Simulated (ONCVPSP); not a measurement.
## Varying the ONCV potential for Li (Z = 3)

Base potential:

```
Element                 : Li (Z = 3)
Generator               : ONCVPSP 4.0.1
Type                    : optimised norm-conserving Vanderbilt (ONCV)
Functional              : PBEsol
Relativity              : non-relativistic
Frozen core             : none
Valence charge          : 3
Reference configuration : 1s2 2p1
Partial waves           : 1s: rc 0.45 bohr, ncon 4, nbas 9, qcut 13.2 1/bohr, 1 projector; 2p: rc 4.00 bohr, ncon 3, nbas 8, qcut 1.8 1/bohr, 2 projectors, debl 1.8 Ha
Local potential         : polynomial inside 0.30 bohr (lpopt 1, dvloc0 0 Ha)
Core correction         : none
```

All-electron outer shells of the reference configuration (PBEsol, non-relativistic, ld1.x):

```json
{"shell": "1s", "level (eV)": "-52.92", "outermost node (bohr)": "–", "outermost maximum (bohr)": "0.36"}
{"shell": "2p", "level (eV)": "-1.54", "outermost node (bohr)": "–", "outermost maximum (bohr)": "3.96"}
```

Cutoffs, loose and tight: the cutoffs (Ha) at which the residual kinetic energy of the hardest occupied pseudo-wave falls to 1 and 0.1 mHa per electron. They do not see the model core or the augmentation charge, which bear on the density cutoff. Test errors are all-electron minus pseudo excitation energies from the reference, over the configurations 1s2 2s1 2p0; 1s2 2p0; 1s2 2s0.5 2p0; 1s1 2s1 2p0. A dash means not determined; rows that change the core or the reference have their own tests. The largest error is taken over the tests solved by every variant that gives reliable tests at all: 1s2 2p0; 1s2 2s0.5 2p0; 1s2 2s1 2p0.

```csv
change,outcome,"cutoff, loose","cutoff, tight",bound ghosts,GHOST(+) flags above zero,largest test error (meV)
base,generated,634 Ha,1147 Ha,none,none,+35
p: qcut 1.1,generated,634 Ha,1147 Ha,none,none,+48
p: qcut 1.3,generated,634 Ha,1147 Ha,none,none,+45
p: qcut 1.7,generated,634 Ha,1147 Ha,none,none,+37
p: qcut 1.9,generated,634 Ha,1147 Ha,none,none,+32
p: qcut 2.2,generated,634 Ha,1147 Ha,none,none,4 of 4 tests not solved or not reliable
p: qcut 2.3,generated,634 Ha,1147 Ha,none,none,4 of 4 tests not solved or not reliable
p: qcut 2.6,generated,634 Ha,1147 Ha,none,p,+20
```

Reading the sweep of the qcut of the p channel (base included, trends over the rows without a ghost): The loose cutoff stays near 634 Ha.
